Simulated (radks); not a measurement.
Values are calculated unless marked as measured or tabulated.
Question: Neutral samarium is in [Xe] 4f(5/2: 6, 7/2: 0) 6s2. Level of theory: Dirac Kohn-Sham, PBE, spin-unpolarised, spherical densities, finite nucleus; Fermi nuclear charge, rms radius of each element as measured or else 0.836 A^(1/3) + 0.57 fm (a radial shooting solver on a logarithmic mesh with Libxc functionals). Sub-shells are occupied by j as written (lower j first in brackets). One electron is removed from 4f5/2, 6s1/2, 5p3/2, 5p1/2 in turn, with full relaxation. Which removal costs least, and what does each cost?

Answer: 6s1/2 5.941 eV; 4f5/2 9.257 eV; 5p3/2 27.021 eV; 5p1/2 30.726 eV. The 6s1/2 electron leaves first.
